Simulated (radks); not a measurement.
Values are calculated unless marked as measured or tabulated.
The dysprosium ion Dy+, configuration [Xe] 4f10 5f1 (not the ground configuration).

Level of theory: scalar-relativistic Kohn-Sham, r2SCAN, spin-polarised, spherical densities, finite nucleus; open shells are filled with parallel spins first (spin-orbit coupling, left out, can overturn this in heavy ions); meta-GGA in the generalised Kohn-Sham scheme; Fermi nuclear charge, rms radius 5.2218 fm (a radial shooting solver on a logarithmic mesh with Libxc functionals).

Energy parts (eV):
part                      energy
total                 -330809.82
kinetic                356856.14
electron-nucleus      -808869.19
Hartree                128370.41
exchange-correlation    -7167.18

Orbitals (lengths in bohr, moments of r in powers of bohr):
| orbital | occ. | eigenvalue (eV) | <1/r> | <r> | <r^2> |
|---|---|---|---|---|---|
| 1s up | 1 | -53739.92 | 74.55 | 0.02112 | 0.0006096 |
| 1s down | 1 | -53739.91 | 74.55 | 0.02112 | 0.0006096 |
| 2s down | 1 | -8979.843 | 17.34 | 0.08975 | 0.009518 |
| 2s up | 1 | -8979.840 | 17.34 | 0.08975 | 0.009518 |
| 2p up | 3 | -7965.696 | 16.09 | 0.07946 | 0.007710 |
| 2p down | 3 | -7965.688 | 16.09 | 0.07946 | 0.007710 |
| 3s up | 1 | -2015.900 | 6.390 | 0.2342 | 0.06272 |
| 3s down | 1 | -2013.880 | 6.395 | 0.2341 | 0.06264 |
| 3p up | 3 | -1702.957 | 5.983 | 0.2332 | 0.06306 |
| 3p down | 3 | -1700.936 | 5.987 | 0.2331 | 0.06297 |
| 3d up | 5 | -1300.171 | 5.665 | 0.2122 | 0.05289 |
| 3d down | 5 | -1298.612 | 5.670 | 0.2120 | 0.05278 |
| 4s up | 1 | -413.1235 | 2.682 | 0.5303 | 0.3173 |
| 4s down | 1 | -408.5863 | 2.681 | 0.5303 | 0.3173 |
| 4p up | 3 | -309.6306 | 2.461 | 0.5617 | 0.3589 |
| 4p down | 3 | -305.0980 | 2.460 | 0.5618 | 0.3590 |
| 4d up | 5 | -168.1021 | 2.170 | 0.6101 | 0.4320 |
| 4d down | 5 | -163.5598 | 2.168 | 0.6108 | 0.4333 |
| 5s up | 1 | -61.8813 | 1.020 | 1.296 | 1.891 |
| 5s down | 1 | -59.7757 | 1.002 | 1.316 | 1.949 |
| 5p up | 3 | -37.4108 | 0.8572 | 1.519 | 2.617 |
| 5p down | 3 | -35.9974 | 0.8388 | 1.545 | 2.710 |
| 4f up | 7 | -15.0098 | 1.576 | 0.8470 | 0.9620 |
| 4f down | 3 | -11.0331 | 1.531 | 0.8960 | 1.117 |
| 5f up | 1 | -2.4372 | 0.1272 | 8.940 | 88.54 |

The highest occupied level is 5f up at -2.437 eV. Spin moment in Bohr magnetons: 5. The spin density at the nucleus is 6.11 e/bohr^3 (1s 0.01, 2s -0.40, 3s -13.28, 4s 2.80, 5s 16.97). The electron density at the nucleus is 7.773e+05 e/bohr^3 (large components only). The density falls to 0.001 e/bohr^3 at r = 3.42 bohr.
